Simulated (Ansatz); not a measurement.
`[OH][GeH]([OH])[F]` at its PBE0-D4/def2-TZVP geometry, where that method's forces vanish. Total charge 0; spin multiplicity 1.

```xyz
7

O    -0.5365    1.1750    0.7157
Ge    0.1058    0.0178   -0.4415
O    -0.6578   -1.5287   -0.1589
F     1.7995   -0.0770   -0.0743
H     0.1485    1.7320    1.0951
H    -0.0502    0.3846   -1.9100
H    -0.8093   -1.7036    0.7740
```

(1) What forces (eV/Å) does PBE-D4/def2-TZVPP give on these atoms in Ansatz? (Estimate.)

Results:

(1) The calculation gave: 
```
O1  -0.620  0.177  0.250
Ge2 -0.096  0.164 -0.388
O3  -0.250 -0.511 -0.395
F4   0.727 -0.043  0.123
H5   0.338  0.258  0.168
H6  -0.036  0.023 -0.209
H7  -0.062 -0.069  0.452
```
